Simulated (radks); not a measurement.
Effect of the nuclear size on the osmium ion Os58+, [Ar]. All-electron calculation, Dirac Kohn-Sham, relativistic LDA (MacDonald-Vosko exchange, VWN5 correlation), spin-unpolarised, spherical densities, finite nucleus; Fermi nuclear charge, rms radius 5.4126 fm. Program: a radial shooting solver on a logarithmic mesh with Libxc functionals. The rms radius is varied about that value; shifts are against it.

| rms radius (fm) | total energy shift (eV) | density at nucleus (e/bohr^3) | 1s1/2 shift (meV) | 2s1/2 shift (meV) | 2p1/2 shift (meV) | 3s1/2 shift (meV) | 3p1/2 shift (meV) | 3p3/2 shift (meV) | 4s1/2 (empty) shift (meV) |
|---|---|---|---|---|---|---|---|---|---|
| 4.4004 | -24.5 | 1.778e+06 | -9860 | -1440 | -25.9 | -377 | -9.90 | 15.8 | -145 |
| 4.8984 | -12.9 | 1.709e+06 | -5170 | -756 | -13.6 | -198 | -5.20 | 8.29 | -75.9 |
| 5.4126 | 0 | 1.648e+06 | 0.000 | 0.000 | 0.000 | 0.000 | 0.000 | 0.000 | 0.000 |
| 5.7807 | 9.71 | 1.609e+06 | 3900 | 570 | 10.3 | 149 | 3.94 | -6.26 | 57.3 |
| 6.6088 | 33.0 | 1.531e+06 | 13300 | 1940 | 35.3 | 507 | 13.5 | -21.3 | 195 |

Slopes of the eigenvalues against <r^2> in GHz/fm^2, as finite differences over the two radii next to the reference (eigenvalue slopes, not the field-shift constants of lines): 1s1/2 233000, 2s1/2 34000, 2p1/2 614, 3s1/2 8900, 3p1/2 235, 3p3/2 -373, 4s1/2 (empty) 3420.
